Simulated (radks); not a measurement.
Values are calculated unless marked as measured or tabulated.
How relativity changes the ionisation of the tin ion Sn3+ ([Kr] 4d10 5s1) to Sn4+ ([Kr] 4d10). Spin-unpolarised spherical Kohn-Sham, BLYP, point nucleus unless stated (finite: rms radius 4.6519 fm), a radial shooting solver on a logarithmic mesh with Libxc functionals. A level marked "c x" has the speed of light scaled by that factor.

level,E(Sn3+) (hartree),E(Sn4+) (hartree),IE (eV),HOMO,<r> HOMO (bohr)
non-rel.,-6023.57785,-6022.11422,39.827,5s,2.198
scalar-rel.,-6175.92440,-6174.40388,41.376,5s,2.125
"scalar-rel., finite nucleus",-6175.76317,-6174.24269,41.375,5s,2.125
Dirac,-6177.72421,-6176.20376,41.374,5s1/2,2.125
"Dirac, finite nucleus",-6177.56250,-6176.04210,41.372,5s1/2,2.125
"Dirac, c x 0.75",-6313.71081,-6312.13833,42.789,5s1/2,2.064
"Dirac, c x 1.5",-6089.55404,-6088.06637,40.482,5s1/2,2.166
"Dirac, c x 2",-6060.22281,-6058.74588,40.189,5s1/2,2.180

NIST Atomic Spectra Database: 40.74 eV (measured). The relativistic part of the total energy of Sn3+ is -154 hartree (Dirac, finite nucleus), 2.6 % of the non-relativistic value. Spin polarisation and multiplet splitting of open shells are left out at every level.

Beside tabulated values, note that relativity, absent from the non-relativistic runs, is large for the heavy elements, and spin-unpolarised runs miss the spin-polarisation part of the exchange energy of open shells.
